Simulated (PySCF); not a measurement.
**Worked example: chemical shift, span and skew from a shielding tensor**

C4H9O, SMILES [OH+]=C(CC)C, charge +1. Atoms are numbered in the order given.

```xyz
14

C      1.8778    -0.4103    -0.1522
C      0.7964     0.3432     0.6552
C     -0.5208     0.1565     0.0243
C     -1.3374    -1.0392     0.2309
O     -1.0058     1.0337    -0.7592
H      2.8456    -0.2439     0.3395
H      1.6896    -1.4923    -0.1757
H      1.9486    -0.0386    -1.1839
H      1.0412     1.4164     0.7161
H      0.7557    -0.0629     1.6783
H     -0.7130    -1.9293     0.3888
H     -1.8912    -0.8749     1.1775
H     -2.0705    -1.1815    -0.5731
H     -0.4553     1.8361    -0.8433
```
Charge +1, spin multiplicity 1.

Coordinates come from a PBE0-D3(BJ)/def2-SVP optimisation. The isomer is the one that the SMILES or the coordinates give; other isomers of the formula were not compared. One conformer was computed; it need not be the lowest.

GIAO shieldings from PySCF with PBE0/pcSseg-1, non-relativistic, no solvent. The symmetric part of the tensor of C2 has the principal values 110.1, 138.0, 170.5 ppm. The same nucleus in TMS has σ = 186.3 ppm at this level (PySCF, at its B3LYP-D3(BJ)/def2-TZVP geometry).

Problem. Work out the isotropic shielding, the ¹³C shift against TMS, the span and the skew.

Solution. 
σ(iso) = (σ11 + σ22 + σ33)/3 = 139.5 ppm. δ = σ(ref) − σ(iso) = 186.3 − (139.5) = 46.8 ppm.
Span Ω = σ33 − σ11 = 60.4 ppm. Skew κ = 3(σ(iso) − σ22)/Ω = 0.08. Tumbling in solution averages the tensor to δ; in a static solid the shielding alone would spread this spin-1/2 line over Ω.
